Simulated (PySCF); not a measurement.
Which determinant of LiSb⁺ lies lowest?

Unrestricted PBE0; Li cc-pVDZ, Sb cc-pVDZ-PP with ECP28; scalar-relativistic core potentials (PySCF 2.14). Outer shells of the fragments: Li+ closed shells only; Sb 4d10 5s2 5p3.

Followed along the bond (rough minima from three points):

```
2Ms+1   unpaired  ⟨S²⟩ at the start  R at minimum (Å)  Te (eV)
    4  σ ↑, π ↑↑               3.75              2.96     0.00
    2  σ ↓, π ↑↑               1.76              3.04     0.61
    2  σ ↑, π ↑↓               1.76              2.99     0.65
    2        π ↑               0.75              2.86     0.75
```

Solutions found at the starting distance of 2.750 Å, counted from the lowest of them; the search is not exhaustive and high or unbound solutions are not listed, so other states can lie among these:

```json
{"2Ms+1": "4", "unpaired": "σ ↑, π ↑↑", "term": "⁴Σ⁻", "E (eV)": "0.00", "⟨S²⟩": "3.75", "⟨Lz²⟩": "0.00", "μ (D)": "-9.00"}
{"2Ms+1": "2", "unpaired": "σ ↓, π ↑↑", "term": "mixed", "E (eV)": "0.64", "⟨S²⟩": "1.76", "⟨Lz²⟩": "0.00", "μ (D)": "-8.99"}
{"2Ms+1": "2", "unpaired": "σ ↑, π ↑↓", "term": "mixed", "E (eV)": "0.66", "⟨S²⟩": "1.76", "⟨Lz²⟩": "2.01", "μ (D)": "-8.94"}
{"2Ms+1": "2", "unpaired": "π ↑", "term": "²Π", "E (eV)": "0.74", "⟨S²⟩": "0.75", "⟨Lz²⟩": "1.00", "μ (D)": "-8.47"}
{"2Ms+1": "2", "unpaired": "π ↑", "term": "²Π", "E (eV)": "2.55", "⟨S²⟩": "0.75", "⟨Lz²⟩": "1.01", "μ (D)": "-9.01"}
{"2Ms+1": "4", "unpaired": "σ ↑↑, π ↑", "term": "⁴Π", "E (eV)": "5.20", "⟨S²⟩": "3.75", "⟨Lz²⟩": "1.00", "μ (D)": "1.04"}
{"2Ms+1": "4", "unpaired": "σ ↑, π ↑↑", "term": "mixed", "E (eV)": "6.03", "⟨S²⟩": "3.75", "⟨Lz²⟩": "2.01", "μ (D)": "-0.35"}
```

A term symbol is given only where ⟨S²⟩ and ⟨Lz²⟩ are close to those of a pure state; real π, δ and φ orbitals otherwise mix terms. A positive dipole points towards Sb; it is taken about the centre of mass and depends on that origin.

Spin–orbit coupling is left out. Counting both spins, an empty level lies below a filled one in some of these solutions, because spin and occupation are held.
